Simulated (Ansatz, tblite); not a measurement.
Two members of one family (Series NiX2L2 tetrahedral), computed with Ansatz in the gas phase; def2 core potentials for I, no spin–orbit coupling. HOMO and LUMO are taken over both spins. Binding counts from free atoms in the multiplicity of their measured ground term, without zero-point energy. Singlets are spin-restricted. The spins of the ions were chosen, not always searched. Names give formal oxidation states. A dash marks a value that wasn't run or was left out as unsound. The structures are stationary points that may keep the symmetry of their start. Remarks come from the PBE and PBE0 runs and from stability tests at other levels; not every state was tested. A HOMO above zero means that the electron is unbound at that level and held by the basis, or that self-interaction error raises the level; the energy of removing that electron tells which.

First: NiI2(H2O)2 (triplet, charge 0, PBE-D4/def2-SVP geometry; reduced ion doublet).

Cartesian coordinates in Å:
```
Ni 0.153 0.074 0.026
I -0.210 -1.940 1.537
I -1.214 1.241 -1.774
O 1.310 -0.949 -1.310
H 0.859 -0.831 -2.174
H 1.196 -1.896 -1.069
O -0.321 1.434 1.474
H -0.719 0.902 2.200
H -1.054 1.965 1.091
```

| level | HOMO (eV) | LUMO (eV) | gap (eV) | vertical EA (eV) | binding per atom (eV) |
| --- | --- | --- | --- | --- | --- |
| PBE-D4/def2-TZVPD | -5.75 | -5.05 | 0.70 | 2.23 | 3.09 |
| r2SCAN-D4/def2-TZVP | -6.25 | -4.76 | 1.49 | – | 3.07 |
| r2SCAN-D4/def2-TZVPD | -6.27 | -4.78 | 1.50 | 1.99 | 3.08 |
| B97M-V/def2-TZVP | -6.26 | -4.60 | 1.65 | – | 3.00 |
| PBE0-D4/def2-SVP | -6.98 | -3.23 | 3.75 | – | 3.05 |

Metal–donor distances: 2 × I 2.54 Å, 2 × O 2.04 Å. Remarks: restricted SCF unstable (singlet), HOMO above zero (-1 doublet).

Second: NiBr2(PH3)2 (singlet, charge 0, PBE-D4/def2-SVP geometry).

```xyz
11

Ni   -0.0105    0.0878   -0.0524
Br   -0.9581   -0.4789   -2.0777
Br    0.9349    0.5238    2.0184
P    -1.9519    0.3243    0.8696
H    -2.1958    1.4797    1.6764
H    -2.3110   -0.6749    1.8295
H    -3.1415    0.3152    0.0734
P     1.9512   -0.2663   -0.8944
H     2.1998    0.0031   -2.2761
H     2.3721   -1.6350   -0.8704
H     3.1109    0.3213   -0.2962
```

**Question.** What does the change do? Estimate second minus first.

**Answer.** 
| level | Δ HOMO (eV) | Δ LUMO (eV) | Δ gap (eV) | Δ vertical EA (eV) | Δ binding per atom (eV) |
| --- | --- | --- | --- | --- | --- |
| PBE-D4/def2-TZVPD | 0.53 | 1.32 | 0.78 | -0.75 | -0.31 |
| r2SCAN-D4/def2-TZVP | 0.80 | 1.17 | 0.37 | – | -0.32 |
| r2SCAN-D4/def2-TZVPD | 0.79 | 1.15 | 0.36 | -0.47 | -0.32 |
| B97M-V/def2-TZVP | 0.57 | 1.07 | 0.50 | – | -0.29 |
| PBE0-D4/def2-SVP | 0.34 | 1.07 | 0.73 | – | -0.39 |

Metal–donor distances: 2 × Br 2.31 to 2.32 Å, 2 × P 2.16 Å. The relaxed triplet lies at 0.33 eV (PBE0-D4/def2-TZVP) to 0.82 eV (PBE-D4/def2-TZVP) from the singlet. Remarks: HOMO above zero (-1 doublet).
